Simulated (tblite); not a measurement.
A geometry optimisation, step by step.

Species: C₆H₇B (charge +1 and doublet state).
Bonds: B1–C2, C2–C3, C3–C4, C4–C5 (double), C5–C6, C6–C7 (double), C2–C7. Hydrogens: H8, H9 on B1; H10 on C3; H11 on C4; H12 on C5; H13 on C6; H14 on C7.
Bond orders are those of one Lewis drawing.

Computed with GFN2-xTB (tblite), gas phase: L-BFGS steps from a force-field or distance-geometry start until the largest atomic force falls under 0.01 eV/Å. 10 of its 99 geometries are shown.

Step 0: E = -464.1459 eV, largest atomic force 5.881 eV/Å
```
atom  x, y, z in Å  |  force x, y, z in eV/Å
B1      2.432    0.429    0.275   -0.025   0.423   0.241
C2      0.895    0.132    0.088   -0.707  -1.439  -0.307
C3      0.486   -1.214   -0.446   -3.570   4.668  -0.228
C4     -1.015   -1.417   -0.422    3.054  -1.669  -0.054
C5     -1.874   -0.460   -0.061   -0.153   2.649   0.922
C6     -1.409    0.876    0.343   -2.014  -2.132  -0.655
C7     -0.102    1.157    0.426    2.623  -1.320  -0.597
H8      3.236   -0.380    0.001   -0.220   0.109  -0.083
H9      2.783    1.477    0.693   -0.133  -0.356  -0.074
H10     0.832   -1.319   -1.490    0.494  -0.809   0.930
H11    -1.404   -2.394   -0.709    0.230   0.198  -0.067
H12    -2.940   -0.662   -0.083    0.133   0.108  -0.072
H13    -2.137    1.637    0.610   -0.019  -0.248   0.099
H14     0.216    2.138    0.754    0.305  -0.182  -0.054
```

Step 11: E = -465.5656 eV, largest atomic force 0.475 eV/Å
```
atom  x, y, z in Å  |  force x, y, z in eV/Å
B1      2.359    0.459    0.262    0.026   0.022  -0.043
C2      0.840    0.183   -0.066   -0.050   0.151   0.107
C3      0.358   -1.005   -0.603    0.134   0.007  -0.052
C4     -0.973   -1.375   -0.483   -0.257   0.083   0.131
C5     -1.876   -0.408   -0.056    0.048   0.143   0.193
C6     -1.421    0.842    0.357    0.160   0.185   0.000
C7     -0.060    1.177    0.341   -0.289  -0.022   0.120
H8      3.106   -0.381   -0.061   -0.064   0.053  -0.063
H9      2.712    1.453    0.754   -0.101  -0.083   0.024
H10     1.005   -1.648   -1.191    0.035  -0.070   0.140
H11    -1.273   -2.363   -0.776   -0.195  -0.056  -0.162
H12    -2.954   -0.617   -0.043    0.451   0.029  -0.146
H13    -2.127    1.581    0.759    0.339  -0.307  -0.022
H14     0.303    2.100    0.784   -0.237  -0.135  -0.227
```

Step 22: E = -465.6402 eV, largest atomic force 0.149 eV/Å
```
atom  x, y, z in Å  |  force x, y, z in eV/Å
B1      2.345    0.461    0.248   -0.059  -0.003   0.005
C2      0.830    0.184   -0.076   -0.062  -0.055  -0.032
C3      0.376   -1.027   -0.593   -0.040  -0.052   0.060
C4     -0.969   -1.365   -0.501    0.028   0.033  -0.060
C5     -1.848   -0.398   -0.036    0.023  -0.057   0.070
C6     -1.402    0.830    0.425   -0.065   0.012  -0.134
C7     -0.063    1.180    0.332    0.019  -0.052   0.036
H8      3.078   -0.353   -0.147    0.065   0.059  -0.051
H9      2.653    1.431    0.804    0.070  -0.004   0.051
H10     1.059   -1.733   -1.050   -0.064   0.026   0.037
H11    -1.325   -2.321   -0.858    0.078   0.049   0.012
H12    -2.913   -0.598   -0.101    0.005   0.061   0.000
H13    -2.082    1.559    0.846   -0.039  -0.006   0.047
H14     0.259    2.148    0.683    0.040  -0.011  -0.040
```

Step 33: E = -465.6692 eV, largest atomic force 0.178 eV/Å
```
atom  x, y, z in Å  |  force x, y, z in eV/Å
B1      2.338    0.494    0.256   -0.060  -0.034   0.020
C2      0.847    0.151   -0.042    0.095  -0.020  -0.032
C3      0.359   -1.074   -0.520    0.025   0.070  -0.033
C4     -0.991   -1.379   -0.489    0.050  -0.020  -0.057
C5     -1.867   -0.396   -0.050    0.001  -0.055   0.055
C6     -1.392    0.823    0.408   -0.061   0.053  -0.065
C7     -0.059    1.171    0.308    0.000  -0.015   0.036
H8      3.119   -0.154   -0.323    0.021  -0.005  -0.120
H9      2.712    1.347    0.956   -0.105  -0.063   0.031
H10     1.025   -1.803   -0.967    0.045   0.077   0.063
H11    -1.346   -2.312   -0.894   -0.039  -0.061   0.065
H12    -2.937   -0.546   -0.130    0.012  -0.057  -0.033
H13    -2.078    1.522    0.864   -0.021   0.176   0.021
H14     0.270    2.155    0.602    0.037  -0.047   0.049
```

Step 44: E = -465.7338 eV, largest atomic force 0.280 eV/Å
```
atom  x, y, z in Å  |  force x, y, z in eV/Å
B1      2.331    0.476    0.233    0.070   0.019  -0.014
C2      0.860    0.117   -0.036    0.045   0.130   0.010
C3      0.360   -1.118   -0.475    0.164   0.031  -0.212
C4     -0.991   -1.387   -0.437    0.011  -0.119   0.024
C5     -1.872   -0.374   -0.084   -0.013   0.001   0.195
C6     -1.394    0.859    0.348    0.032   0.145   0.084
C7     -0.048    1.147    0.311   -0.040   0.046  -0.008
H8      3.080    0.291   -0.662   -0.147   0.050   0.186
H9      2.683    1.010    1.210    0.121  -0.097  -0.067
H10     1.043   -1.858   -0.875   -0.072   0.019   0.062
H11    -1.363   -2.340   -0.756   -0.074  -0.259  -0.076
H12    -2.934   -0.543   -0.180   -0.076   0.050  -0.093
H13    -2.067    1.613    0.735   -0.033  -0.014  -0.036
H14     0.309    2.109    0.646    0.012  -0.003  -0.056
```

Step 54: E = -465.7678 eV, largest atomic force 0.152 eV/Å
```
atom  x, y, z in Å  |  force x, y, z in eV/Å
B1      2.325    0.479    0.240    0.062  -0.135  -0.033
C2      0.858    0.124   -0.047   -0.073   0.058   0.034
C3      0.368   -1.122   -0.480    0.019   0.026  -0.003
C4     -0.984   -1.397   -0.413    0.036  -0.027   0.062
C5     -1.867   -0.374   -0.064   -0.016  -0.034  -0.050
C6     -1.402    0.872    0.356   -0.037  -0.031  -0.044
C7     -0.056    1.150    0.300   -0.028   0.064   0.024
H8      2.994    0.548   -0.722    0.018   0.036   0.037
H9      2.781    0.728    1.284   -0.011  -0.023  -0.034
H10     1.053   -1.879   -0.837   -0.031   0.029   0.024
H11    -1.353   -2.375   -0.684    0.015   0.043  -0.037
H12    -2.929   -0.516   -0.225   -0.006  -0.027   0.043
H13    -2.094    1.638    0.681    0.033  -0.019   0.002
H14     0.303    2.124    0.589    0.022   0.041  -0.024
```

Step 65: E = -465.7853 eV, largest atomic force 0.083 eV/Å
```
atom  x, y, z in Å  |  force x, y, z in eV/Å
B1      2.339    0.425    0.241   -0.051   0.063  -0.020
C2      0.848    0.169   -0.040    0.024   0.011  -0.011
C3      0.377   -1.097   -0.449    0.049  -0.014  -0.044
C4     -0.968   -1.390   -0.386    0.028  -0.006   0.030
C5     -1.869   -0.378   -0.055    0.001  -0.015  -0.016
C6     -1.423    0.887    0.335   -0.012   0.000   0.009
C7     -0.081    1.190    0.264   -0.048  -0.024   0.029
H8      2.938    0.772   -0.707    0.040  -0.027   0.024
H9      2.876    0.368    1.274   -0.026  -0.038  -0.026
H10     1.074   -1.851   -0.785    0.008   0.002   0.019
H11    -1.316   -2.378   -0.651   -0.006   0.032  -0.006
H12    -2.927   -0.548   -0.211   -0.032   0.021   0.046
H13    -2.128    1.644    0.649    0.022  -0.003  -0.042
H14     0.262    2.187    0.498    0.003  -0.002   0.008
```

Step 76: E = -465.7904 eV, largest atomic force 0.020 eV/Å
```
atom  x, y, z in Å  |  force x, y, z in eV/Å
B1      2.337    0.415    0.235    0.001   0.007   0.002
C2      0.843    0.199   -0.046    0.003   0.005  -0.011
C3      0.388   -1.077   -0.453   -0.001  -0.001  -0.009
C4     -0.953   -1.381   -0.376   -0.002  -0.004   0.001
C5     -1.869   -0.381   -0.043    0.000  -0.007  -0.002
C6     -1.440    0.894    0.328    0.007  -0.008   0.000
C7     -0.100    1.208    0.256    0.000   0.002  -0.004
H8      2.953    0.832   -0.672    0.007   0.004   0.001
H9      2.887    0.197    1.239   -0.012  -0.004   0.012
H10     1.097   -1.826   -0.776   -0.018   0.008   0.002
H11    -1.293   -2.374   -0.632    0.002   0.004   0.007
H12    -2.928   -0.569   -0.169    0.003  -0.002   0.000
H13    -2.154    1.653    0.611    0.003  -0.001   0.011
H14     0.232    2.211    0.478    0.006  -0.004  -0.010
```

Step 87: E = -465.7911 eV, largest atomic force 0.012 eV/Å
```
atom  x, y, z in Å  |  force x, y, z in eV/Å
B1      2.335    0.416    0.233    0.001   0.000   0.009
C2      0.843    0.202   -0.063    0.004  -0.002  -0.003
C3      0.387   -1.075   -0.463    0.003  -0.002  -0.006
C4     -0.953   -1.382   -0.375    0.002   0.001  -0.003
C5     -1.868   -0.383   -0.039    0.002  -0.001   0.002
C6     -1.437    0.893    0.330    0.002  -0.001   0.002
C7     -0.099    1.210    0.244    0.001  -0.003  -0.001
H8      2.975    0.835   -0.656   -0.012   0.000  -0.002
H9      2.860    0.191    1.249    0.001   0.000   0.009
H10     1.093   -1.824   -0.788   -0.002   0.003  -0.004
H11    -1.292   -2.377   -0.624   -0.001   0.006  -0.001
H12    -2.928   -0.572   -0.160    0.001   0.003   0.010
H13    -2.149    1.650    0.625   -0.002  -0.001  -0.005
H14     0.233    2.214    0.464    0.000  -0.005  -0.008
```

Step 98: E = -465.7914 eV, largest atomic force 0.009 eV/Å
```
atom  x, y, z in Å  |  force x, y, z in eV/Å
B1      2.333    0.416    0.241   -0.002  -0.003   0.001
C2      0.843    0.200   -0.069   -0.002   0.000  -0.009
C3      0.387   -1.075   -0.473    0.001   0.001   0.004
C4     -0.953   -1.382   -0.378    0.003   0.003   0.006
C5     -1.866   -0.384   -0.032   -0.001   0.002   0.003
C6     -1.434    0.893    0.329   -0.002   0.000   0.004
C7     -0.097    1.211    0.237    0.000  -0.005  -0.004
H8      2.974    0.839   -0.645    0.004   0.002  -0.001
H9      2.848    0.191    1.262    0.005   0.002   0.005
H10     1.091   -1.823   -0.803    0.002  -0.002  -0.002
H11    -1.292   -2.377   -0.625   -0.002   0.002  -0.005
H12    -2.926   -0.575   -0.139   -0.004  -0.001   0.001
H13    -2.145    1.651    0.625    0.000   0.001  -0.004
H14     0.237    2.215    0.448   -0.003  -0.003   0.003
```

**Question.** Summarise the path.

**Answer.** The energy falls by 37.95 kcal/mol from step 0 to step 98; nine tenths of that is first reached at step 18. It falls at every step. The largest force goes from 5.881 to 0.009 eV/Å. Among the bonds C3–C4 changes most, from 1.516 to 1.378 Å; the atoms move by 0.596 Å rms after alignment.

**Question.** Follow the three bonds and two angles with the largest change from start to end.

**Answer.** 
```
step  E above end (kcal/mol)  largest force (eV/Å)  C3–C4 (Å)  C2–C3 (Å)  C5–C6 (Å)  C4–C3–H10 (°)  C2–C3–H10 (°)
   0                   37.95                 5.881      1.516      1.504      1.470          108.2          109.6
   4                   10.81                 0.659      1.390      1.401      1.389          116.0          116.2
   9                    6.46                 0.507      1.394      1.394      1.392          117.9          119.1
  13                    4.48                 0.258      1.391      1.391      1.388          117.3          122.0
  17                    3.87                 0.212      1.388      1.390      1.381          118.1          121.9
  21                    3.55                 0.119      1.389      1.392      1.385          118.5          121.2
  26                    3.31                 0.100      1.386      1.390      1.385          119.1          120.9
  30                    3.10                 0.207      1.385      1.394      1.387          118.1          121.1
  34                    2.74                 0.171      1.384      1.403      1.386          117.4          120.7
  38                    2.32                 0.323      1.386      1.404      1.393          117.7          119.7
  43                    1.46                 0.346      1.377      1.402      1.389          119.9          119.4
  47                    0.93                 0.167      1.382      1.406      1.395          118.5          120.7
  51                    0.76                 0.137      1.380      1.405      1.394          119.5          120.1
  55                    0.50                 0.149      1.381      1.407      1.395          119.8          120.1
  60                    0.30                 0.098      1.379      1.409      1.396          120.0          120.2
  64                    0.17                 0.121      1.378      1.412      1.397          119.6          120.1
  68                    0.06                 0.080      1.377      1.413      1.397          119.9          120.1
  72                    0.03                 0.039      1.377      1.414      1.396          120.1          120.0
  77                    0.02                 0.020      1.377      1.414      1.396          120.1          120.1
  81                    0.02                 0.027      1.377      1.414      1.396          119.9          120.2
  85                    0.01                 0.018      1.377      1.414      1.396          120.0          120.1
  89                    0.01                 0.015      1.377      1.414      1.396          120.1          120.1
  94                    0.00                 0.012      1.378      1.413      1.396          120.1          120.1
  98                    0.00                 0.009      1.378      1.413      1.396          120.1          120.1
```

What follows is the cost of the whole relaxation. Time: 0.39 s wall. Hardware: Arm Neoverse V2, one thread, shared host with 96 logical CPUs at a one-minute load of 13.
